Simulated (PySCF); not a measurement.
Unknowns

Method: shieldings: GIAO PBE0/pcSseg-1, GFN2-xTB structure, J: B3LYP/pcJ-1 (spin–dipole term left out of most H,H and C,H couplings), in PySCF (a single conformation, non-relativistic, in vacuum, rapidly exchanging positions averaged).

Shifts are taken against calculated references (same method and geometry level): TMS for $^{1}$H (σref 31.72) and $^{13}$C (σref 186.93). Multiplet labels drop J under 1 Hz and among equivalent protons, and merge close values. Unscaled 3J(H,H) run several per cent high. Splittings of carbon signals by F and P are missing where no couplings were computed. Where no couplings were computed, multiplicities follow the n + 1 count of equivalent neighbours, and m marks all less simple cases (inequivalent or close neighbours, rings, F or P nearby). Shifts are as computed. Against solution values, carbons near 30 ppm lie about +3 ppm off and those near 130 ppm about +5 ppm; carbons on Cl a further +6 ppm. Of 1211 compounds with measured shifts, 218 miss one by over three times the rms of a fit or turn the order of signals round; such compounds aren't used in these exercises. Carbons bonded to Cl come out too deshielded.

(1) C6H8. $^{1}$H NMR (400 MHz, computed): δ 6.25 (dq, J = 6.7, 3.0 Hz, 1H), 5.53 (dt, J = 6.7, 3.0 Hz, 1H), 2.74 (m, 1H), 2.45 (dq, J = 19.0, 3.3 Hz, 1H), 1.85 (m, 1H), 1.63 (tdd, J = 8.7, 6.4, 4.3 Hz, 1H), 0.85 (td, J = 8.6, 5.2 Hz, 1H), -0.37 (ddd, J = 5.2, 4.3, 3.3 Hz, 1H). $^{13}$C{$^{1}$H} NMR (computed): δ 143.9, 135.7, 41.0, 28.3, 19.9, 18.7. What is it?

(2) C6H6ClF3O2. $^{1}$H NMR (400 MHz, computed): δ 3.83 (m, 1H), 3.72 (s, 3H), 2.18 (m, 1H), 2.15 (m, 1H). $^{13}$C{$^{1}$H} NMR (computed): δ 176.5 (C), 132.7 (C), 74.0 (CH), 62.0 (CH3), 43.8 (C), 25.0 (CH2). What is it?

Answers

(1) SMILES C1=C[C@@H]2C[C@@H]2C1. The formula gives 3 degrees of unsaturation (2 rings in the answer). 6 carbon signals for 6 carbons: no two carbons are equivalent. Carbon types of the structure: 4 × CH, 2 × CH2, which accounts for all hydrogens. δC 143.9, 135.7: alkene CH; as expected for a trigonal carbon in a double bond. δC 41.0: allylic sp3 CH2; aliphatic region, no heteroatom directly attached. δH 6.25, 5.53: hydrogen on an alkene CH; a vinylic proton, deshielded by the sp2 carbon and the C=C anisotropy. δH 2.74, 2.45: hydrogen on an allylic sp3 CH2; allylic position. The protons at 0.85 and 1.63 share a coupling of 8.9 Hz (vicinal). The protons at 5.53 and 6.25 share a coupling of 6.7 Hz (vicinal, cis across C=C). The protons at 0.85 and -0.37 share a coupling of 5.2 Hz (geminal). The protons at -0.37 and 1.63 share a coupling of 4.3 Hz (vicinal).

This is the structure that produced the data.

(2) SMILES CO[C@@H]1C[C@]1(C(=O)Cl)C(F)(F)F. The formula gives 2 degrees of unsaturation (1 ring in the answer). 6 carbon signals for 6 carbons: no two carbons are equivalent. Carbon types of the structure: 3 × C, 1 × CH, 1 × CH2, 1 × CH3, which accounts for all hydrogens. δC 176.5: carbonyl carbon. δC 132.7: CF3 carbon; 3 electronegative neighbours deshield it. δC 74.0, 43.8, 25.0: three-membered-ring carbon. δC 62.0: methyl carbon bonded to O; pulled downfield by the heteroatom.

The shifts were computed for this structure.
